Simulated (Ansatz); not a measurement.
Ideal-gas functions of `[Br][SbH][Br]` at 400 K and 1 bar, from an Ansatz frequency run at PBE0-D4/def2-TZVP.

Molar mass 282.58 g/mol, point group Cs (symmetry number 1), electronic degeneracy 1, moments of inertia 182.974, 591.399, 768.534 u Å². Harmonic wavenumbers (cm⁻¹, unscaled): 81, 251, 255, 597, 618, 1946.

Use S(trans) = R[1.5 ln M + 2.5 ln T − 1.1517]; rotational temperatures θ = 24.2544 K / I; S(rot) = R[ln(√π/σ · √(T³/θAθBθC)) + 1.5]; for each mode x = 1.438777 ν̃/T, S = R[x/(eˣ − 1) − ln(1 − e⁻ˣ)] and H = RT x/(eˣ − 1); 1 cm⁻¹ = 0.0119627 kJ/mol; R = 8.31446 J/(mol·K).

By hand: the entropy, in J/(mol·K).

Translation 185.4. Rotation: θ = 0.1326, 0.041, 0.0316 K, giving 128.0. Vibration, mode by mode: 18.60, 9.44, 9.32, 3.39, 3.20, 0.06, in all 44.0. Electronic 0.0. Sum 357.4 J/(mol·K).

By hand: H − E and G − E in kJ/mol, counted from the electronic energy.

Zero-point energy ½ × 3748 × 0.0119627 = 22.4; thermal vibration 8.8; translation, rotation and pV give 4 RT = 13.3. H − E = 44.5 kJ/mol, and G − E = 44.5 − 400 × 357.4/1000 = -98.5 kJ/mol.

Vibration gives 12 % of the entropy, 18.6 J/(mol·K) of it from the mode under 150 cm⁻¹: soft modes count most, and the harmonic formula is weakest for them.
